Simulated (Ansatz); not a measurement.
`CC(=N)C[SeH]`, charge 0, multiplicity 1.

Problem. Give a relaxed structure at PBE0-D4/def2-TZVP (Ansatz). (Best estimate.)

Solution. The calculation gave: 
```xyz
12

C    -0.721    0.523    0.981
C     0.151    0.622   -0.234
N     0.766    1.660   -0.622
C     0.302   -0.616   -1.063
Se    1.347   -2.016   -0.165
H    -0.322   -0.224    1.673
H    -0.790    1.480    1.498
H    -1.729    0.199    0.703
H     0.595    2.441    0.012
H    -0.660   -1.054   -1.330
H     0.854   -0.376   -1.970
H     0.206   -2.639    0.518
```
This is one stationary point; other conformers may exist.
